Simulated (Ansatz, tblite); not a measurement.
Cost and result up the ladder for TiCl3 (4 atoms). The state is a doublet with charge 0. Geometry: r2SCAN-D4/def2-SVP.

```xyz
4

Ti   -0.0054   -0.0046   -0.0036
Cl   -0.7080    1.7083   -1.1688
Cl    1.6011   -1.2705   -0.7794
Cl   -0.8877   -0.4333    1.9518
```

Ansatz on 4 threads of Arm Neoverse V1 on a shared host; xTB runs through tblite on one thread. Times are rough, summed over both states, and most runs start from the orbitals of an earlier one. PBE0-D4/def2-TZVP serves as the yardstick here, not as an exact answer. The other state is a singlet.

The xTB rows come from tblite. No other spin state of charge 0 was run.

Raw xTB energies of ions are shifted by several eV, and xTB has no spin-polarisation term.

```json
{"level": "GFN2-xTB", "functions": "36", "wall time": "0.008 s", "vertical IE (eV)": "12.94", "difference from PBE0-D4/def2-TZVP (eV)": "3.64"}
{"level": "GFN1-xTB", "functions": "36", "wall time": "0.01 s", "vertical IE (eV)": "13.74", "difference from PBE0-D4/def2-TZVP (eV)": "4.44"}
{"level": "PBE-D4/def2-TZVP", "functions": "156", "wall time": "4.2 s", "vertical IE (eV)": "8.55", "difference from PBE0-D4/def2-TZVP (eV)": "-0.74"}
{"level": "r2SCAN-D4/def2-TZVP", "functions": "156", "wall time": "11 s", "vertical IE (eV)": "8.92", "difference from PBE0-D4/def2-TZVP (eV)": "-0.38"}
{"level": "PBE0-D4/def2-TZVP (with forces)", "functions": "156", "wall time": "13 s", "vertical IE (eV)": "9.29", "difference from PBE0-D4/def2-TZVP (eV)": "0.00"}
```
